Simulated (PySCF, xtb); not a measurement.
C4H12O4Si, SMILES CO[Si](OC)(OC)OC.

The structure is a stationary point at PBE0-D3(BJ)/def2-SVP. The isomer is the one that the SMILES or the coordinates give; other isomers of the formula were not compared. One conformer was computed; it need not be the lowest.

Calculation: PySCF with C-PCM-ωB97X/def2-SVP.

The values are the electrostatic part of the solvation free energy, E(continuum) − E(gas) at the gas-phase geometry, in a cavity of scaled van der Waals radii (PySCF's table); cavitation and dispersion terms are not included. In vacuum the orbital gap is 14.17 eV. The dipole moment in vacuum is 0.00 D.

| solvent | ε | ΔG(elec) (kcal/mol) | dipole (D) | gap (eV) |
|---|---|---|---|---|
| water | 78.36 | ___ | ___ | ___ |
| n-hexane | 1.88 | -2.1 | 0.00 | 14.20 |
| 1-octanol | 9.86 | -4.2 | 0.00 | 14.22 |

**Question.** Some entries are withheld; supply them. (The exact figures need the calculation; the answer reports its results.)

**Answer.** 
- water, ΔG(elec) (kcal/mol): -4.7
- water, dipole (D): 0.00
- water, gap (eV): 14.22

For comparison, GFN2-xTB/ALPB(water) (xtb, at the GFN2-xTB geometry, all terms of that model) gives -4.1 kcal/mol.
